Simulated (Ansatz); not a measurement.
Born–Oppenheimer molecular dynamics of ClH$_{2}$OZn (5 atoms, charge 0, multiplicity 2). It starts at the highest image of a converged band. Of that band: Neighbouring images differ by up to 1.2 eV, so the band resolves the path poorly. A vibrational analysis at the climbing image gives one clearly imaginary mode, 1708i cm⁻¹: a first-order saddle point.

All numbers below come from Ansatz 0.2.0, UHF/def2-SVP.

```yaml
ensemble: NVE (velocity Verlet)
time_step: 0.5 fs
steps_asked: 200
starting_velocities_drawn_for: 300 K
seed: 6049
```

First frame:

```xyz
5
Properties=species:S:1:pos:R:3
Zn 0.143 -0.079 0.094
Cl 0.083 -0.039 2.509
O 0.231 -0.086 -1.698
H -0.225 -0.711 -2.237
H 0.022 -0.002 4.064
```

Problem. How far do the bonds stretch over the last three quarters of this one trajectory? (Pairs bonded in most of those frames.)

Solution. 
```tsv
bond	mean (Å)	spread (Å)	shortest	longest
Zn1–Cl2	2.164	0.147	1.95	2.36
Zn1–O3	1.785	0.049	1.69	1.86
O3–H4	0.943	0.004	0.93	0.95
```

Mean temperature of the second half: 2926 K. The conserved energy stayed within 0.09 meV per atom of its start (net change 0.01 meV per atom), so the integration is sound. The kinetic energy rose, since the run started high on the potential surface and went downhill. It ends in pieces (ClHOZn + H), so much of that is their flight and rotation, not heat. A run of 0.1 ps of so small a system gives no equilibrium averages.

Run time: 6.7 min on 1 thread of AMD EPYC 7R43 64-Core Processor (Zen 3), on a shared host, peak memory 0.2 GiB.
